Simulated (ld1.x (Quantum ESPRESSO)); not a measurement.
**What one change does to a pseudopotential (Fe (Z = 26), TM)**

* Element: iron (Fe)
* Generator: ld1.x (Quantum ESPRESSO) 7.5
* Type: norm-conserving Troullier–Martins (Kleinman–Bylander form)
* Functional: LDA (PZ)
* Relativity: scalar-relativistic
* Frozen core: [Ar]
* Valence charge: 8
* Reference configuration: 3d6 4s2 4p0
* Partial waves: 4s (bound): rc 2.65 bohr; 4p (bound, empty): rc 3.40 bohr; 3d (bound): rc 0.95 bohr
* Local potential: all-electron potential smoothed inside 0.75 bohr (lloc = -1)
* Core correction: Bessel-smoothed model core inside 0.90 bohr

All-electron outer shells of the reference configuration (LDA (PZ), scalar-relativistic, ld1.x):

| shell | level (eV) | outermost node (bohr) | outermost maximum (bohr) |
| --- | --- | --- | --- |
| 3s | -93.51 | 0.33 | 0.70 |
| 3p | -59.93 | 0.30 | 0.72 |
| 3d | -7.75 | – | 0.71 |
| 4s | -5.49 | 1.01 | 2.38 |
| 4p | -1.44 | 1.10 | 3.29 |

Change: wave 3d (bound): rc 0.95 bohr becomes 3d (bound): rc 1.38 bohr.

Cutoffs: the cutoffs (Ry, on a coarse ladder) from which the occupation-weighted sum of valence levels, in a spherical-Bessel basis at the reference potential, stays within 10 and 1 mRy of its value at 400 Ry; they do not see the model core or the augmentation charge, which bear on the density cutoff. Errors are all-electron minus pseudo energies relative to the spin-unpolarised reference configuration.

How do hardness, ghosts and transferability respond?

The potential gets softer (200 Ry and 260 Ry → 120 Ry and 200 Ry); both files keep a bound ghost (p, s); of the 8 tests that both files solve, the error grows in 2 and shrinks in 2 by more than 15 % and 0.3 meV (median size 36.1 → 66.6 meV); the range in which the d phases agree narrows (upper end at the end of the scan → 3.1). A larger radius leaves more room for a smooth pseudo-wave, so fewer plane waves are needed.

```csv
quantity,base,changed
"cutoff, loose",200 Ry,120 Ry
"cutoff, tight",260 Ry,200 Ry
loose cutoff by channel (10 mRy a level),"s 6 Ry, d 180 Ry","s 6 Ry, d 110 Ry"
bound ghosts,"s, p","s, p"
"tests counted (converged, no solver errors)",8 of 9,8 of 9
"error for 3d6 4s1 4p0, meV [ΔE 8.98 eV]",-6.5,-5.4
"error for 3d6 4s0 4p0, meV [ΔE 25.47 eV]",-55,-48
"error for 3d5 4s0 4p0, meV [ΔE 60.00 eV]",-217,-222
"error for 3d6 4s1.5 4p0, meV [ΔE 3.60 eV]",-1.3,-1.1
"error for 3d7 4s1 4p0, meV [ΔE -0.83 eV]",-98,-94
"error for 3d6 4s1 4p1, meV [ΔE 4.18 eV]",-1.1,-0.8
"error for 3d6 4s2 4p0 (spin-polarised), meV [ΔE -3.39 eV]",+44,+98
"error for 3d6 4s1 4p0 (spin-polarised), meV [ΔE 4.81 eV]",+28,+85
s: phases at 3.71 bohr within 0.05 rad from the reference energy up to (Ry; the scan ends near 5),0.8,0.8
p: phases at 3.71 bohr within 0.05 rad from the reference energy up to (Ry; the scan ends near 5),1.5,1.5
d: phases at 3.71 bohr within 0.05 rad from the reference energy up to (Ry; the scan ends near 5),to the end of the scan,3.1
```

Base: Tests not counted: 3d5 4s2 4p1 (solver errors, printed error -403 eV). Changed file: Tests not counted: 3d5 4s2 4p1 (solver errors, printed error -432 eV). These tests converged, but a pseudo level misses the all-electron one widely, so the file describes the atom poorly there or has found another state: 3d5 4s0 4p0: empty 4s by 4.9 eV (a node warning on the way). A true bound ghost makes a file unfit for plane-wave use even where its test errors are small: the radial tests pick states by their node count and pass the ghost by. Where a test does run into it, the solver fails or the error is huge.
